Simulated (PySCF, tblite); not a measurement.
Isomers of C5H8O2SSi, one GFN2-xTB conformer each. Single-point energies are computed at PBE0/pcSseg-1 (PySCF, gas phase, no added dispersion term), electronic only.

Problem. Rank them by PBE0/pcSseg-1 energy, lowest first (kcal/mol).
A. `[O:1]=[CH:2][O:3]/[CH:4]=[C:5]1/[CH2:6][CH2:7][SiH2:8][S:9]1` with O1–C2–O3–C4 0°, C2–O3–C4–C5 178°, C4–C5–C6–C7 137°, C5–C6–C7–Si8 44°, C6–C7–Si8–S9 -27°, C7–Si8–S9–C5 5°
B. `[CH:1]#[C:2][C:3](=[O:4])[O:5][Si@H:6]([CH3:7])[S:8][CH3:9]` with C2–C3–O5–Si6 179°, C3–O5–Si6–C7 -64°, O5–Si6–S8–C9 178°
C. `[CH3:1][S:2][Si@H:3]([OH:4])[C:5]#[C:6][C:7]([CH3:8])=[O:9]` with C1–S2–Si3–O4 176°, S2–Si3–O4–H -25°
D. `[O:1]=[CH:2]/[CH:3]=[CH:4]/[Si@H:5]1[O:6][CH2:7][CH2:8][S:9]1` with O1–C2–C3–C4 -178°, C3–C4–Si5–O6 -4°, C4–Si5–O6–C7 133°, Si5–O6–C7–C8 -38°, O6–C7–C8–S9 44°, C7–C8–S9–Si5 -29°

Solution. D (0.0), A (10.6), C (15.4), B (16.6).

As drawn, the lowest has a C=C bond outside aromatic rings, which the highest lacks; the highest has a C≡C bond and a C(=O)–O unit, which the lowest lacks. Neighbours under 2.5 kcal/mol apart (CS[Si@H](O)C#CC(C)=O and C#CC(=O)O[Si@H](C)SC) can change places with a better method, another conformer or zero-point energy. GFN2-xTB itself gives, in the same order: 0.0, 3.7, 15.5, 10.6. Both levels put the same isomer lowest; measured from each level's own lowest isomer, the values differ by up to 6.9 kcal/mol (O=CO/C=C1/CC[SiH2]S1: 3.7 against 10.6).

Problem. Which frontier levels, dipoles and rotational constants go with these structures?

Solution. 
```tsv
SMILES	HOMO (eV, PBE0/pcSseg-1)	LUMO (eV)	dipole (D)	A, B, C (MHz)
O=C/C=C/[Si@H]1OCCS1	-7.11	-2.31	2.81	2406, 564.1, 534.6
O=CO/C=C1/CC[SiH2]S1	-6.39	-0.52	3.15	3144, 588.4, 512.8
CS[Si@H](O)C#CC(C)=O	-7.13	-2.04	1.87	1782, 554.5, 453.9
C#CC(=O)O[Si@H](C)SC	-6.96	-1.62	1.16	2539, 606.1, 519.5
```

Problem. What happens when harmonic zero-point energies from GFN2-xTB frequencies are added?

Solution. 
```tsv
SMILES	ZPE (kcal/mol)	electronic (kcal/mol)	with ZPE (kcal/mol)
O=C/C=C/[Si@H]1OCCS1	75.4	0.0	0.0
O=CO/C=C1/CC[SiH2]S1	74.3	10.6	9.5
CS[Si@H](O)C#CC(C)=O	72.7	15.4	12.7
C#CC(=O)O[Si@H](C)SC	72.8	16.6	14.0
```

The zero-point energies span 2.7 kcal/mol. The order is unchanged.
